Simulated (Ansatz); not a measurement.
Relaxation of C2H11NOSi2 (17 atoms, charge 0, multiplicity 1), to a largest force component of 0.015 eV/Å in at most 40 steps.

Theory: RKS PBE0-D4/cc-pVDZ (Ansatz).

```xyz
17
Properties=species:S:1:pos:R:3
C -2.519 -0.806 -0.839
C -1.325 -0.715 0.022
Si 0.200 -0.099 -0.846
O 0.134 1.472 -1.400
Si 1.981 -0.152 0.735
N 2.056 1.349 1.606
H -2.801 0.234 -1.230
H -3.382 -1.113 -0.278
H -2.425 -1.412 -1.666
H -1.131 -1.716 0.441
H -1.536 -0.067 0.907
H 0.580 -0.984 -1.957
H -0.109 2.173 -0.732
H 3.276 -0.265 0.121
H 1.783 -1.232 1.758
H 2.718 1.261 2.398
H 2.479 2.070 1.001
```

Problem. Where does it end, and by what steps?

Solution. The run converged. After 22 steps the energy has fallen by 0.654 eV; H15 moved furthest, 1.05 Å.

```csv
step,energy less start (eV),largest force component (eV/Å),accepted
0,0.0000,3.572,yes
1,-0.4755,1.112,yes
2,-0.5248,0.264,yes
3,-0.5409,0.273,yes
4,-0.5478,0.167,yes
5,-0.5581,0.200,yes
6,-0.5644,0.171,yes
7,-0.5719,0.431,yes
8,-0.5842,0.564,yes
9,-0.5959,0.732,yes
10,-0.6094,0.659,yes
11,-0.6234,0.385,yes
12,-0.6378,0.161,yes
13,-0.6422,0.148,yes
14,-0.6457,0.101,yes
15,-0.6487,0.099,yes
16,-0.6504,0.115,yes
17,-0.6520,0.119,yes
18,-0.6530,0.106,yes
19,-0.6535,0.069,yes
20,-0.6538,0.024,yes
21,-0.6538,0.018,yes
22,-0.6539,0.012,yes
```

```xyz
17
Properties=species:S:1:pos:R:3
C -2.603 -0.778 -0.949
C -1.378 -1.092 -0.091
Si 0.123 -0.057 -0.564
O -0.256 1.594 -0.462
Si 1.934 -0.126 0.941
N 2.354 1.609 0.933
H -2.873 0.287 -0.876
H -3.480 -1.369 -0.640
H -2.415 -0.996 -2.013
H -1.101 -2.159 -0.174
H -1.592 -0.908 0.976
H 0.528 -0.400 -1.975
H 0.428 2.030 0.081
H 3.078 -1.056 0.631
H 1.486 -0.415 2.345
H 2.852 1.936 1.760
H 2.896 1.901 0.119
```

Whether the end is a true minimum wasn't checked by a vibrational analysis.

The run took 110 s on 2 threads of AMD EPYC 7R13 Processor (Zen 3), on a shared host, peak memory 0.46 GiB.
